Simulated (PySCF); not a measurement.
Fill in the blanks.

Species: C6H7NO.
Atom-mapped SMILES: `[OH:1][NH:2][c:3]1[cH:4][cH:5][cH:6][cH:7][cH:8]1` (hydrogens: H9 on O1; H10 on N2; H11 on C4; H12 on C5; H13 on C6; H14 on C7; H15 on C8)

Conformer (atom-mapped SMILES and torsion angles): `[OH:1][NH:2][c:3]1[cH:4][cH:5][cH:6][cH:7][cH:8]1`: O1–N2–C3–C4 27°, H–O1–N2–C3 -102°.

```json
{"property": "point group of the GFN2-xTB geometry", "level": "GFN2-xTB", "value": "?"}
{"property": "rotational constants A, B, C of the GFN2-xTB geometry", "level": "GFN2-xTB", "value": "?"}
{"property": "dipole moment", "level": "PBE0/pcSseg-1", "value": "?"}
{"property": "HOMO energy", "level": "PBE0/pcSseg-1", "value": "?"}
{"property": "LUMO energy", "level": "PBE0/pcSseg-1", "value": "?"}
{"property": "13C chemical shifts (computed TMS as zero) by class", "level": "GIAO PBE0/pcSseg-1", "value": "155.5 (C3), 134.7 (C5/C7), 124.4 (C6), 114.3 (C4/C8) ppm"}
{"property": "1H chemical shifts (computed TMS as zero) by class", "level": "GIAO PBE0/pcSseg-1", "value": "?"}
{"property": "isotropic shieldings of nuclei other than C and H, by class", "level": "GIAO PBE0/pcSseg-1", "value": "?"}
```

Gas-phase values; electronic properties from PySCF, density fitting. The structure is a single GFN2-xTB conformer in the gas phase; no vibrational or solvent corrections. NMR classes are plain means over equivalent atoms (diastereotopic ones count apart unless rotation or inversion swaps them), as if these changed places fast; in this geometry the members of some classes differ.

(1) Give the isotropic shieldings of nuclei other than C and H, by class.

(2) Give the HOMO energy.

(3) What is the dipole moment?

(4) What are the 1H chemical shifts (computed TMS as zero) by class?

(5) The point group of the GFN2-xTB geometry?

(6) What are the rotational constants A, B, C of the GFN2-xTB geometry?

(7) The LUMO energy?

Results:

(1) 95 (N2), 218 (O1) ppm.

(2) -6.06 eV.

(3) 1.00 D.

(4) 7.53 (H12/H14), 7.04 (H13), 6.91 (H11/H15), 6.39 (H10), 4.09 (H9) ppm.

(5) C1.

(6) 5.099, 1.528, 1.185 GHz.

(7) -0.11 eV.

The rotational constants make it an asymmetric top with κ = (2B − A − C)/(A − C) = -0.82, nearer the prolate limit (−1). In atomic units the dipole is 0.40 e·bohr (1 au = 2.5417 D). A dipole of 1.00 D is allowed in C1, and pure rotational transitions are dipole-allowed. With B = h/(8π²I), that is 505.379 GHz u Å² over I, the principal moments of inertia are 99.1, 330.8 and 426.3 u Å² (most abundant isotopes); the inertial defect Ic − Ia − Ib is -3.6 u Å² (zero for a rigid planar frame, negative otherwise).
